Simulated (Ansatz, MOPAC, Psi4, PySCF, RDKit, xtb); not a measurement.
Dimer: digermane (SMILES [GeH3][GeH3]) (first 8 atoms) with CH4 (SMILES C); geometry from B3LYP-D3(BJ)/def2-TZVP, rigid monomers moved along the line of their centres of mass till Ge1···C9 is 3.60 Å.
(charge 0, multiplicity 1):
```xyz
13

Ge    -0.188    -1.409     0.653
Ge    -0.370     0.989     0.260
H      0.169    -2.132    -0.657
H     -1.525    -1.970     1.170
H      0.904    -1.713     1.691
H      1.029     1.617     0.121
H     -1.103     1.682     1.420
H     -1.153     1.255    -1.039
C      0.372     0.279     3.789
H     -0.645     0.182     3.411
H      0.784    -0.711     3.980
H      0.987     0.791     3.050
H      0.361     0.855     4.713
```

```json
[
 {"level": "UFF", "interaction energy (kcal/mol)": "-1.00", "cost": "-"},
 {"level": "GFN-FF", "interaction energy (kcal/mol)": "-0.86", "cost": "-"},
 {"level": "AM1", "interaction energy (kcal/mol)": "0.82", "cost": "-"},
 {"level": "PM3", "interaction energy (kcal/mol)": "2.69", "cost": "-"},
 {"level": "PM6", "interaction energy (kcal/mol)": "1.07", "cost": "-"},
 {"level": "PM7", "interaction energy (kcal/mol)": "-1.15", "cost": "-"},
 {"level": "GFN1-xTB", "interaction energy (kcal/mol)": "-3.02", "cost": "-"},
 {"level": "GFN2-xTB", "interaction energy (kcal/mol)": "-1.58", "cost": "-"},
 {"level": "HF/STO-3G (no counterpoise)", "interaction energy (kcal/mol)": "2.92", "cost": "-"},
 {"level": "HF/3-21G (no counterpoise)", "interaction energy (kcal/mol)": "1.77", "cost": "-"},
 {"level": "HF/6-31G*", "interaction energy (kcal/mol)": "3.43", "cost": "-"},
 {"level": "HF/6-31G* (no counterpoise)", "interaction energy (kcal/mol)": "3.13", "cost": "-"},
 {"level": "HF/aug-cc-pVDZ", "interaction energy (kcal/mol)": "3.41", "cost": "-"},
 {"level": "PBE/def2-TZVPPD", "interaction energy (kcal/mol)": "1.36", "cost": "×1"},
 {"level": "PBE-D3(BJ)/def2-TZVPPD", "interaction energy (kcal/mol)": "-0.45", "cost": "×1"},
 {"level": "PBE-D4/def2-TZVPPD", "interaction energy (kcal/mol)": "-0.40", "cost": "×1"},
 {"level": "BP86/6-31G* (no counterpoise)", "interaction energy (kcal/mol)": "2.41", "cost": "-"},
 {"level": "r2SCAN/def2-TZVPPD", "interaction energy (kcal/mol)": "0.47", "cost": "×2"},
 {"level": "r2SCAN-D3(BJ)/def2-TZVPPD", "interaction energy (kcal/mol)": "-0.20", "cost": "×2"},
 {"level": "r2SCAN-D4/def2-TZVPPD", "interaction energy (kcal/mol)": "-0.08", "cost": "×2"},
 {"level": "B3LYP/3-21G (no counterpoise)", "interaction energy (kcal/mol)": "0.63", "cost": "-"},
 {"level": "B3LYP/6-31G*", "interaction energy (kcal/mol)": "2.71", "cost": "-"},
 {"level": "B3LYP/6-31G* (no counterpoise)", "interaction energy (kcal/mol)": "2.11", "cost": "-"},
 {"level": "B3LYP/def2-TZVPPD", "interaction energy (kcal/mol)": "2.60", "cost": "×2"},
 {"level": "B3LYP-D3(BJ)/def2-TZVPPD", "interaction energy (kcal/mol)": "-0.46", "cost": "×2"},
 {"level": "B3LYP-D4/def2-TZVPPD", "interaction energy (kcal/mol)": "-0.13", "cost": "×2"},
 {"level": "PBE0/def2-TZVPPD", "interaction energy (kcal/mol)": "1.26", "cost": "×2"},
 {"level": "PBE0-D3(BJ)/def2-TZVPPD", "interaction energy (kcal/mol)": "-0.48", "cost": "×2"},
 {"level": "PBE0-D4/def2-TZVPPD", "interaction energy (kcal/mol)": "-0.33", "cost": "×2"},
 {"level": "M06-2X/6-31G* (no counterpoise)", "interaction energy (kcal/mol)": "-1.29", "cost": "-"},
 {"level": "wB97X-V/def2-TZVPPD", "interaction energy (kcal/mol)": "-0.28", "cost": "×3"},
 {"level": "wB97M-V/def2-TZVPPD", "interaction energy (kcal/mol)": "-0.49", "cost": "×4"},
 {"level": "MP2/6-31G*", "interaction energy (kcal/mol)": "1.97", "cost": "-"},
 {"level": "MP2/6-31G* (no counterpoise)", "interaction energy (kcal/mol)": "0.77", "cost": "-"},
 {"level": "MP2/aug-cc-pVDZ", "interaction energy (kcal/mol)": "0.33", "cost": "-"},
 {"level": "SCS-MP2/aug-cc-pVDZ", "interaction energy (kcal/mol)": "1.02", "cost": "-"},
 {"level": "CCSD/aug-cc-pVDZ", "interaction energy (kcal/mol)": "0.74", "cost": "-"},
 {"level": "CCSD(T)/aug-cc-pVDZ", "interaction energy (kcal/mol)": "0.35", "cost": "×10"},
 {"level": "SAPT0/aug-cc-pVDZ", "interaction energy (kcal/mol)": "-0.22", "cost": "-"}
]
```

The rows run from -3.02 (GFN1-xTB) to 3.43 kcal/mol (HF/6-31G*). In aug-cc-pVDZ the value moves HF 3.41, MP2 0.33, CCSD 0.74, CCSD(T) 0.35, a shift of -3.06 from HF to CCSD(T). The dispersion term adds -1.80 in PBE-D3(BJ), -1.75 in PBE-D4, -0.67 in r2SCAN-D3(BJ). The 6 functionals in def2-TZVPPD without D3 or D4 span 3.09, from wB97M-V to B3LYP.

Interaction energies are E(AB) − E(A) − E(B) at the monomers' geometry in the complex; basis-set methods are counterpoise corrected. Rows marked so take none. RDKit's UFF carries no charges.

Correlated levels freeze the cores. Filled d and f shells under p-block atoms count as core. Rows in 3-21G, 6-31G*, STO-3G carry no dispersion term and start afresh at each structure (6-31G* with six Cartesian d functions); the Pople sets are all-electron and without relativity. MP2/6-31G* freezes PySCF's default core, which leaves 3d correlated. The state reached by AM1, PM3, PM6, PM7 isn't checked; PM7 holds dispersion and hydrogen-bond terms.

The values were computed with Ansatz (an electronic-structure program) with Gaussian orbitals; MOPAC for AM1, PM3, PM6, PM7 (differences of heats of formation); Psi4 for SAPT; PySCF for 3-21G rows, 6-31G* rows, STO-3G rows, the dispersion terms; RDKit for the force fields; xtb for the GFN methods. Each number belongs to the level named beside it.

Costs are rough ratios of core time to PBE/def2-TZVPPD (about 12 s over the structures, on one shared machine); a dash marks a level with no comparable run of its own.
